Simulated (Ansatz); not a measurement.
Species: LaCl2, charge 0, doublet. LaCl2 (parent SMILES [Cl][La][Cl], doublet).
B3LYP-D3(BJ)/def2-TZVP minimum from Ansatz (a quantum-chemistry and plane-wave program):
```
La
Cl 1 2.5998
Cl 1 2.5998 2 115.85
```
Charge 0, spin multiplicity 2.

Total energies in hartree (Ansatz). UHF or UKS for unpaired electrons; spin-orbit terms are left out. Correlated methods leave the cores frozen (noble-gas shells, and filled d and f shells in the p block). Past Kr the def2 sets carry scalar-relativistic core potentials. For partners of very few electrons the exact lower level stands in for a higher one. The determinant of La ([La], doublet) is a saddle point of the SCF energy; a lower one exists, which strains HF and MP2. The spin of Cl2La (parent SMILES [Cl][La][Cl], doublet) was assumed, and the state is the lowest solution found for it.

| species | HF/def2-TZVPP | CCSD(T)/def2-TZVPP | HF/def2-QZVPP | CCSD(T)/def2-QZVPP | CCSD(T)/def2-SVP | CCSDT(Q)/def2-SVP |
|---|---|---|---|---|---|---|
| 1: LaCl2 (parent SMILES [Cl][La][Cl], doublet) | -950.34619 | -950.81629 | -950.37294 | -950.88750 | -950.35905 | -950.36031 |
| 2: La (doublet) | -31.07625 | -31.11672 | -31.07676 | -31.11948 | -31.10914 | -31.11008 |
| 3: Cl (doublet) | -459.47685 | -459.66464 | -459.48954 | -459.69535 | -459.44599 | -459.44629 |

Problem. Work out the atomisation energy (electronic, to ground-state atoms) in kcal/mol: take Hartree-Fock from def2-QZVPP, extrapolate the CCSD(T) correlation energy as X^-3 (X = 3, 4), and add CCSDT(Q) - CCSD(T) in def2-SVP. 1 hartree = 627.51 kcal/mol.

Solution. 
Species 1: correlation (64·(-0.51456) - 27·(-0.47010))/37 = -0.54700; step -0.00126; E1 = -950.37294 + (-0.54700) + (-0.00126) = -950.92120
Species 2: correlation (64·(-0.04272) - 27·(-0.04047))/37 = -0.04436; step -0.00094; E2 = -31.07676 + (-0.04436) + (-0.00094) = -31.12206
Species 3: correlation (64·(-0.20581) - 27·(-0.18779))/37 = -0.21896; step -0.00030; E3 = -459.48954 + (-0.21896) + (-0.00030) = -459.70880
-1·E1 +1·E2 +2·E3 = 0.38154 hartree = 239.4 kcal/mol.
